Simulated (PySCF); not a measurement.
GaO, multiplicity 2. Atoms are numbered in the order given.

```xyz
2

Ga     0.0000     0.0000    -0.3498
O      0.0000     0.0000     1.3556
```
Charge 0, spin multiplicity 2.

Geometry optimised at PBE0-D3(BJ)/def2-TZVPD.

The numbers are results of ωB97X/def2-TZVPD run with PySCF, not measurements.

Mulliken values depend strongly on the basis, most of all with diffuse functions as here. ESP charges are fitted to the potential on shells at 1.4 to 2.0 van der Waals radii. Atomic charges (e):

| atom | Mulliken | ESP fit | meta-Löwdin | Mulliken spin |
|---|---|---|---|---|
| Ga1 | 0.26 | 0.47 | 0.56 | 0.35 |
| O2 | -0.26 | -0.47 | -0.56 | 0.65 |
